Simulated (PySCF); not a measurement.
SMILES C[C](C)CC(C)O, doublet, GFN2-xTB optimised geometry.

```
20

C      0.45     1.70     0.00
C     -0.09     0.99    -1.18
C      0.31     1.43    -2.54
C     -1.08    -0.10    -1.04
C     -0.49    -1.52    -1.23
C      0.74    -1.74    -0.36
O     -0.19    -1.69    -2.60
H      1.55     1.70     0.00
H      0.15     2.76     0.00
H      0.11     1.25     0.93
H     -0.39     2.17    -2.95
H      0.31     0.58    -3.23
H      1.30     1.89    -2.53
H     -1.55    -0.07    -0.06
H     -1.86     0.00    -1.81
H     -1.27    -2.25    -0.94
H      1.53    -1.04    -0.64
H      0.50    -1.58     0.69
H      1.12    -2.76    -0.47
H      0.33    -2.49    -2.71
```

Density from unrestricted CAM-B3LYP/def2-SVP run with PySCF at that geometry.

Minimum of the electron density along straight lines between bonded atoms, close to the bond critical point (lines longer than 1.1 times the sum of covalent radii, or with two minima, are not listed):

| bond | length / Å | ρ at the minimum / e bohr⁻³ | ∇²ρ there / e bohr⁻⁵ | position (fraction from the first atom) |
|---|---|---|---|---|
| C1–C2 | 1.485 | 0.262 | -0.62 | 0.50 |
| C2–C3 | 1.484 | 0.263 | -0.62 | 0.50 |
| C2–C4 | 1.483 | 0.265 | -0.62 | 0.50 |
| C4–C5 | 1.552 | 0.239 | -0.55 | 0.49 |
| C5–C6 | 1.526 | 0.252 | -0.60 | 0.50 |
| C5–O7 | 1.414 | 0.258 | -0.46 | 0.34 |
| C1–H8 | 1.095 | 0.271 | -0.98 | 0.62 |
| C1–H9 | 1.096 | 0.269 | -0.96 | 0.62 |
| C1–H10 | 1.087 | 0.277 | -1.02 | 0.63 |
| C3–H11 | 1.097 | 0.267 | -0.94 | 0.62 |
| C3–H12 | 1.088 | 0.278 | -1.05 | 0.64 |
| C3–H13 | 1.089 | 0.275 | -1.00 | 0.62 |
| C4–H14 | 1.092 | 0.276 | -1.00 | 0.62 |
| C4–H15 | 1.095 | 0.274 | -1.00 | 0.63 |
| C5–H16 | 1.105 | 0.278 | -1.02 | 0.63 |
| C6–H17 | 1.087 | 0.278 | -1.04 | 0.63 |
| C6–H18 | 1.086 | 0.277 | -1.02 | 0.63 |
| C6–H19 | 1.090 | 0.274 | -1.00 | 0.62 |
| O7–H20 | 0.963 | 0.356 | -2.24 | 0.81 |
